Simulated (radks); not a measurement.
Values are calculated unless marked as measured or tabulated.
Spherical quantum dot in the effective-mass picture: electrons in a parabolic well V = omega^2 r^2 / 2 with omega = 1.48, with a point charge +2 (a donor) at the centre, all in effective atomic units (hartree* = m*/eps^2 hartree, bohr* = eps/m* bohr), one dielectric constant everywhere. Level of theory: non-relativistic Kohn-Sham, LDA (Slater exchange, Perdew-Wang correlation), spin-polarised, spherical densities (a radial shooting solver with Libxc functionals). Levels are named by radial order and angular momentum (1s, 1p, 1d, 2s, ...), and open shells are averaged over m.

N = 18, configuration 1s2 1p6 1d(up 5, down 3) 2s2. This is the lowest configuration that the search found. Occupied and some empty levels:

level,occupation,eigenvalue (hartree*),<r> (bohr*)
1s up,1,10.656,0.8504
1s down,1,10.674,0.8430
1p up,3,12.132,1.510
1p down,3,12.171,1.508
2s up,1,12.597,1.562
2s down,1,12.630,1.567
1d up,5,13.124,1.797
1d down,3,13.166,1.798
1f up,0,14.139,2.003
1f down,0,14.179,2.006
2p up,0,14.192,1.767
2p down,0,14.219,1.769
1g up,0,15.206,2.174
1g down,0,15.242,2.178

Energy (hartree*): total 135.828, kinetic 29.255, external 25.005, Hartree 92.003, exchange-correlation -10.435.
